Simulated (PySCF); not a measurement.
Si(F)(OH)2(SMe) (CH₅FO₂SSi), SMILES CS[Si](O)(O)F. Atoms are numbered in the order given.

```xyz
11

C     -2.3590    -0.2601    -0.1439
S     -1.0149     0.7758    -0.8635
Si     0.6353    -0.0859     0.1531
O      1.0071    -1.5692    -0.4827
O      1.9726     0.8930     0.0572
F      0.2218    -0.2904     1.7293
H     -2.3282    -0.2296     0.9608
H     -2.2778    -1.3051    -0.4979
H     -3.3121     0.1727    -0.5000
H      1.7205    -2.0469    -0.0226
H      1.8626     1.7825     0.4369
```

The structure is a stationary point at PBE-D3(BJ)/def2-SVP. One conformer was computed; it need not be the lowest.

The numbers are results of PySCF with PBE-D3(BJ)/def2-SVP, not measurements.

Frequencies are harmonic and unscaled.

Computed normal modes with their intensities:
| mode | ν (cm⁻¹) | IR (km/mol) | moving atoms (share of kinetic energy) |
|---|---|---|---|
| 1 | 30 | 2.9 | C 34 %, H 24 %, O 19 %, S 12 %, F 10 % |
| 2 | 107 | 0.3 | H 90 % |
| 3 | 121 | 27.7 | H 43 %, O 23 %, F 19 %, C 13 % |
| 4 | 152 | 15.2 | H 58 %, C 24 %, F 10 % |
| 5 | 199 | 18.4 | O 30 %, F 25 %, S 23 %, H 20 % |
| 6 | 252 | 41.3 | H 41 %, O 25 %, S 12 %, C 9 % |
| 7 | 271 | 55.6 | H 51 %, O 31 %, Si 8 % |
| 8 | 310 | 35.0 | F 28 %, O 26 %, S 23 %, H 13 %, Si 9 % |
| 9 | 322 | 63.2 | O 45 %, F 19 %, H 17 %, Si 12 % |
| 10 | 346 | 31.4 | O 48 %, Si 20 %, F 18 % |
| 11 | 521 | 76.2 | S 35 %, Si 34 %, O 14 %, F 9 % |
| 12 | 688 | 6.9 | C 59 %, S 31 %, H 9 % |
| 13 | 759 | 123.8 | O 39 %, H 32 %, F 20 %, Si 9 % |
| 14 | 792 | 192.5 | H 74 %, O 25 % |
| 15 | 849 | 191.6 | H 47 %, Si 27 %, F 16 %, O 9 % |
| 16 | 911 | 160.5 | Si 45 %, O 28 %, F 19 % |
| 17 | 933 | 12.9 | H 78 %, C 13 % |
| 18 | 946 | 7.9 | H 80 %, C 16 % |
| 19 | 964 | 105.5 | Si 44 %, O 36 %, H 19 % |
| 20 | 1279 | 4.3 | H 87 %, C 12 % |
| 21 | 1394 | 8.0 | H 96 % |
| 22 | 1411 | 10.1 | H 95 % |
| 23 | 2992 | 15.8 | H 98 % |
| 24 | 3104 | 1.6 | H 90 %, C 10 % |
| 25 | 3111 | 0.6 | H 90 %, C 10 % |
| 26 | 3751 | 75.9 | H 94 % |
| 27 | 3766 | 91.0 | H 94 % |
